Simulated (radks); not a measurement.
The numbers below are computed, except where a source is named.
Q: Excited configurations of Si IV: one electron is placed in a higher orbital outside [Ne]. The ground configuration is [Ne] 3s1. Level of theory: non-relativistic Kohn-Sham, PBE, spin-unpolarised, spherical densities, point nucleus (a radial shooting solver on a logarithmic mesh with Libxc functionals). Excitation = E - E(ground); binding = E(ion) - E, where the ion is the core of charge +4; n* = 4/sqrt(2 binding) in atomic units, and the quantum defect is n - n*.

| outer orbital | excitation (eV) | binding (eV) | n* | quantum defect | eigenvalue (eV) | <r> (bohr) |
|---|---|---|---|---|---|---|
| 3p | 8.632 | 36.424 | 2.445 | 0.555 | -31.387 | 2.047 |
| 4s | 23.460 | 21.596 | 3.175 | 0.825 | -19.199 | 3.835 |
| 4f | 31.478 | 13.577 | 4.004 | -0.004 | -11.581 | 4.487 |
| 5s | 32.408 | 12.648 | 4.149 | 0.851 | -11.336 | 6.543 |
| 5p | 33.748 | 11.307 | 4.388 | 0.612 | -10.098 | 7.091 |
| 5d | 35.593 | 9.463 | 4.796 | 0.204 | -8.387 | 7.998 |
| 6s | 36.745 | 8.311 | 5.118 | 0.882 | -7.490 | 9.979 |
| 6p | 37.465 | 7.590 | 5.355 | 0.645 | -6.827 | 10.70 |
| 6d | 38.478 | 6.578 | 5.753 | 0.247 | -5.889 | 11.88 |
| 7p | 39.607 | 5.449 | 6.321 | 0.679 | -4.925 | 15.04 |
| 7f | 40.414 | 4.642 | 6.848 | 0.152 | -4.162 | 16.43 |

Estimate the row for 6f.

A: excitation (eV) 38.791; binding (eV) 6.265; n* 5.895; quantum defect 0.105; eigenvalue (eV) -5.571; <r> (bohr) 11.73. The Delta-SCF ionisation energy is 45.056 eV (NIST Atomic Spectra Database: 45.142 eV, measured). Self-interaction in the functional shifts the binding energies and quantum defects, so they are the method's values and not measured ones. Spin polarisation and multiplet splitting are left out, so open shells lie too high by an amount that depends on their filling.

Beside tabulated values, note that spin-unpolarised runs miss the spin-polarisation part of the exchange energy of open shells.
